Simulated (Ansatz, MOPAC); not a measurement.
The molecule BeN-, multiplicity 3 (lowest of 2S+1 = 1, 3, 5 at CCSD(T)/def2-TZVPP on PBE0 minima; our sources give no spin for the ground state, which may be another).

Constants: fifth-degree fit in 1/R to seven points, most abundant isotopes. Runs in def2 and cc sets follow the lowest solution found near the PBE0 minimum.

Codes used: Ansatz (Gaussian basis) for Hartree–Fock, density functionals and correlated methods; MOPAC for PM3, PM6, PM7 (differences of heats of formation). Values without a source in brackets are computed.

```
level                 r_e (Å)  ω_e (cm⁻¹)  ω_e x_e (cm⁻¹)  B_e (cm⁻¹)
--------------------  -------  ----------  --------------  ----------
PM3                     1.588        1111             9.4        1.22
PM6                     1.500        1288             9.0        1.37
PM7                     1.465        1343             8.3        1.43
SVWN5/def2-TZVPP        1.505        1131             9.6        1.36
PBE/def2-TZVPP          1.518        1102              10        1.33
r2SCAN/def2-TZVPP       1.509        1132              11        1.35
B97M-V/def2-TZVPP       1.506        1137              11        1.36
B3LYP/def2-TZVPP        1.500        1142              11        1.37
PBE0/def2-TZVPP         1.499        1159              11        1.37
BHLYP/def2-TZVPP        1.482        1205              13        1.40
CAM-B3LYP/def2-TZVPP    1.488        1187              11        1.39
wB97X-V/def2-TZVPP      1.499        1167              11        1.37
wB97M-V/def2-TZVPP      1.492        1179              12        1.38
B2PLYP/def2-TZVPP       1.508        1122             5.6        1.35
```

Correlated levels freeze the inner cores; with def2 sets outer-core shells near the valence are correlated too. The state that PM3, PM6, PM7 reach isn't checked; PM7 holds dispersion and hydrogen-bond terms.

Ansatz is a program for electronic structure.
